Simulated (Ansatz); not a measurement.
A run of Ansatz (development build ahead of 0.2.0) on quartet V at this shape:

A single V atom.

Its results:

```json
{
  "Converged": "yes",
  "Total energy": "-943.69291 hartree",
  "Spin squared of the determinant": "3.750"
}
```

Which input gives this output? Name the method, the orbitals and the basis set, and write the input.

PBE0 (restricted open-shell) in pcseg-2.

```yaml
crystal:
  periodic: [false, false, false]
  atoms:
    - { symbol: V, position_ang: [0.0, 0.0, 0.0] }
basis:
  gaussian: { orbitals: pcseg-2 }
magnetization:
  initial_magnetization: 3
hamiltonian:
  xc: pbe0
```
